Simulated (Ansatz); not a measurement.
Reaction R1 → P1 + P2, each structure at its B3LYP-D3(BJ)/def2-TZVP stationary point, reached from a drawn start (curvature not checked).
R1, F3Si (SMILES F[Si](F)F) (charge 0, multiplicity 2):
```csv
atom,x (Å),y (Å),z (Å)
Si,-0.0001,0.0000,-0.4265
F,1.4831,0.0000,0.1418
F,-0.7415,1.2844,0.1423
F,-0.7415,-1.2844,0.1423
```
P1: F2Si (SMILES F[Si]F), charge 0, multiplicity 1.
P2: F atom, charge 0, multiplicity 2.

P less R. No zero-point or thermal terms; singlets are restricted closed shells; open shells are unrestricted; no spin–orbit coupling.

Cores are frozen in the correlated methods.

Run with Ansatz (an electronic-structure program) with Gaussian orbitals. No computed number here is a measurement.

The comparison value is 107.72 kcal/mol (CCSD(T)/cc-pV(Q+d)Z). It is a level with limits of its own, not the exact answer.

### Question
Order these levels by how close they come to the comparison value for the reaction energy, closest first: revPBE/def2-TZVPP, PBE0/def2-TZVPP, BHLYP/def2-TZVPP, CCSD(T)/cc-pV(D+d)Z. Give each level's value less the comparison value.

### Answer
PBE0/def2-TZVPP (-0.49 kcal/mol), revPBE/def2-TZVPP (-3.70 kcal/mol), BHLYP/def2-TZVPP (-6.67 kcal/mol), CCSD(T)/cc-pV(D+d)Z (-18.39 kcal/mol)
